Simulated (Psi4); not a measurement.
NTi (SMILES [N]#[Ti]), doublet, at a GFN2-xTB geometry (such geometries of metal compounds can be far from the true shape), atoms displaced at random by about 0.02 Å a coordinate. Base run: Psi4 1.11 with PBE/3-21G.

The Psi4 input:
```
memory 2 GB

molecule mol {
0 2
Ti    0.028724    0.005790   -0.402099
N     0.001658   -0.030334    1.302439
}

set {
  basis 3-21g
  reference uks
}

optimize('pbe')
print_variables()
```

Each row names what was changed in the base input (with any setting that the change needs).

```tsv
change	ΔE vs base (kJ/mol)	optimiser steps
base	0.00	7
opt_coordinates = both	0.00	6
g_convergence = gau_loose	0.00	5
intrafrag_hess = fischer	0.00	9
intrafrag_step_limit = 0.05	0.00	8
step_type = nr	0.00	7
g_convergence = gau_tight	0.00	8
```

Open shells are given as the SCF converged; they aren't shown to be the lowest states, and a large step between rows can be another state.
